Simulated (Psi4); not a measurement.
HAl, singlet, geometry from GFN2-xTB (such geometries of metal compounds can be far from the true shape).

The Psi4 input:
```
memory 2 GB

molecule mol {
0 1
Al   -0.000000   -0.000000   -0.115220
H     0.000000    0.000000    1.497855
}

set {
  basis aug-cc-pvtz
  reference rhf
  freeze_core true
}

energy('fno-ccsd(t)')
print_variables()
```

**Question.** What does this run give for the number of basis functions, coupled-cluster correlation energy (without the perturbative part), MP2 correlation energy?

**Answer.** 
```json
{
 "number_of_basis_functions": "73",
 "coupled-cluster correlation energy (without the perturbative part)": "-0.0831 Eh",
 "MP2 correlation energy": "-0.0632 Eh"
}
```
